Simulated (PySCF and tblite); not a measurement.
Results of a calculation; reference values are marked as such.
System: C₆H₁₄Si, numbered as in [CH3:1][C:2]1([CH3:3])[CH2:4][CH2:5][SiH2:6][CH2:7]1.

For the inversion of the 5-membered ring (2–4–5–6–7): electronic barrier 5.14 kcal/mol, zero-point change -0.06 kcal/mol, thermal and entropy terms at 200 K a further 0.21 kcal/mol (symmetry numbers apart). The minimum is C1, the saddle C1. Level: PBE0/pcSseg-1 + D3(BJ) on GFN2-xTB stationary points, with GFN2-xTB thermal terms. Rate constants are transition-state-theory values, counting equivalent paths, without tunnelling. Programs: tblite and PySCF.

Problem. How many equivalent paths lead out of the minimum?

Solution. 2: the symmetry number of the minimum is 1, that of the saddle displaced along its mode 1, and since the end is the start again or its mirror image, the same path run backwards is a second way out.

Problem. Work out the rate at 200 K.

Solution. ΔG‡ = 5.29 kcal/mol; k_B T/h = 4.2×10¹² s⁻¹; exp(−ΔG‡/RT) = 1.7×10⁻⁶; times 2 gives k = 1.4×10⁷ s⁻¹. Wigner's tunnelling factor for the 68i cm⁻¹ mode would be 1.01.
